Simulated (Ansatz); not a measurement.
**One elementary step**

Start structure (CH7GaSi, closed shell), relaxed at PBE0-D4/def2-TZVP:

```
atom    x (Å)    y (Å)    z (Å)
 Ga1   0.7021  -0.1083   0.4124
 Si2   0.0477   1.4635  -1.3051
  H3   2.1753  -0.0391   0.9781
  C4  -0.5071  -1.4852   1.1356
  H5  -1.3943   1.3708  -1.6694
  H6   0.3154   2.8670  -0.8777
  H7   0.8385   1.2269  -2.5481
  H8  -1.5081  -1.4410   0.7069
  H9  -0.0868  -2.4773   0.9456
 H10  -0.5824  -1.3773   2.2215
```

The step: CH₇GaSi ([CH3][GaH][SiH3]) → CH₃Ga ([CH3][Ga]) + SiH₄; bonds formed: Si2–H3; bonds broken: Ga1–Si2, Ga1–H3. Program: Ansatz 0.2.0. Basis: def2-TZVPP and def2-QZVPP. Cores are frozen in the correlated methods. Filled d shells of the heavier atoms are correlated. The def2 sets are not built for correlating such inner shells, so the correlated values are less sure here. Extrapolation: Hartree–Fock as exp(−7.88 √X), correlation as X^−2.97. Energies below are by CCSD(T) at an estimated basis limit (MP2 extrapolated from triple and quadruple zeta, plus CCSD(T) − MP2 in triple zeta).

Question: What are the electronic barrier and the energy of the step, from the start structure to the end structure? (Judge from chemistry; the value comes from the calculation.)

Answer: The calculation gives: Barrier 159.5 kJ/mol; step energy 67.3 kJ/mol (uphill); reverse barrier, their difference, 92.2 kJ/mol. Barrier and step energy count from the start structure, the reverse barrier from the end structure.

The saddle point: One imaginary mode of 238i cm⁻¹.
```
   pair  start (Å)  saddle (Å)  end (Å)
 Si2–H3       3.46        1.75     1.49
Ga1–Si2       2.42        2.41     3.45
 Ga1–H3       1.58        1.86     2.69
```

Zero-point energy (harmonic, PBE0-D4): ZPE is 173.6 kJ/mol at the start and 173.1 kJ/mol at the saddle, so the barrier goes from 159.5 to 159.0 kJ/mol.

No T1 diagnostic of these runs exceeds 0.015.

Losses and insertions of silylenes and their heavier kin drive the gas-phase chemistry of silicon and germanium vapour deposition.

Labels in which every atom is bracketed show which atoms are joined, not bond orders.

For scale, one of the runs: CCSD(T)/def2-TZVPP, 219 basis functions (an equivalent command: `ansatz run in.yaml --threads 4`). Hardware: 4 CPU threads, shared host. Wall time 64 s; peak host memory 3.1 GiB.
